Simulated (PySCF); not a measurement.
4H-1,3,5-oxadiazine (C3H4N2O), SMILES C1=NCN=CO1. Atoms are numbered in the order given.

```xyz
10

C      0.0000    -1.1524    -0.6303
N      0.0000    -1.2318     0.6215
C      0.0000     0.0000     1.3813
N      0.0000     1.2318     0.6215
C      0.0000     1.1524    -0.6303
O      0.0000     0.0000    -1.3701
H      0.0000    -2.0326    -1.2838
H      0.8780     0.0000     2.0514
H     -0.8780     0.0000     2.0514
H      0.0000     2.0326    -1.2838
```

Geometry optimised at PBE0-D3(BJ)/def2-SVP. The values are those of a single conformer.

Two levels are set side by side: PBE/pcSseg-1 (PySCF) and PBE0/pcSseg-1 (PySCF). GIAO shifts against H2O (¹⁷O), NH3 (¹⁵N), TMS (¹H), TMS (¹³C) at the same level; non-relativistic, no solvent, atoms listed together averaged. Differences are taken from unrounded values.

```
quantity                 PBE0
----------------------  -----
δ(¹³C) of C1, C5 (ppm)  151.4
δ(¹⁵N) of N2, N4 (ppm)  273.8
δ(¹³C) of C3 (ppm)       64.2
δ(¹⁷O) of O6 (ppm)      217.2
δ(¹H) of H7, H10 (ppm)   6.93
δ(¹H) of H8, H9 (ppm)    5.40
```

**Question.** What does PBE give, and how far is it from PBE0? (The exact figures need the calculation; the answer reports its results.)

**Answer.** 
```csv
quantity,PBE,PBE minus PBE0
"δ(¹³C) of C1, C5 (ppm)",149.1,-2.3
"δ(¹⁵N) of N2, N4 (ppm)",274.1,0.3
δ(¹³C) of C3 (ppm),67.0,2.8
δ(¹⁷O) of O6 (ppm),231.6,14.4
"δ(¹H) of H7, H10 (ppm)",6.89,-0.04
"δ(¹H) of H8, H9 (ppm)",5.58,0.18
```

Rough cost on one machine, each run with all the roots and properties that it gave: PBE0 against PBE within a factor of 2.
